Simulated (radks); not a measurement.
Values are calculated unless marked as measured or tabulated.
The strontium ion Sr+, 37 electrons, occupied as [Kr] 5s1 (the NIST ground configuration).

Code: a radial shooting solver on a logarithmic mesh with Libxc functionals. Model: scalar-relativistic Kohn-Sham, PBE, spin-polarised, spherical densities, finite nucleus; open shells are filled with parallel spins first (spin-orbit coupling, left out, can overturn this in heavy ions); Fermi nuclear charge, rms radius 4.224 fm.

Energy parts (eV):
| part | energy |
|---|---|
| total | -86511.850 |
| kinetic | 88715.137 |
| electron-nucleus | -208114.000 |
| Hartree | 35738.271 |
| exchange-correlation | -2851.258 |

Orbitals (lengths in bohr, moments of r in powers of bohr; r(max) is where P^2 peaks; r(90%) holds 90 % of the orbital's charge):
orbital  occ.  eigenvalue (eV)  r(90%)   r(max)
1s up       1        -15943.45  0.0701  0.02553
1s down     1        -15943.44  0.0701  0.02553
2s up       1        -2164.379   0.267   0.1451
2s down     1        -2164.368   0.267   0.1451
2p up       3        -1923.883   0.245   0.1160
2p down     3        -1923.873   0.245   0.1160
3s up       1        -340.1546   0.730   0.4358
3s down     1        -340.1363   0.730   0.4358
3p up       3        -262.5353   0.757   0.4308
3p down     3        -262.5157   0.757   0.4308
3d up       5        -134.3968   0.808   0.3766
3d down     5        -134.3749   0.808   0.3766
4s up       1         -47.2438    1.99    1.191
4s down     1         -47.1474    1.99    1.191
4p up       3         -29.1517    2.35    1.327
4p down     3         -29.0041    2.33    1.326
5s up       1          -8.6767    5.63    3.435

The highest occupied level is 5s up at -8.677 eV. Spin moment in Bohr magnetons: 1.
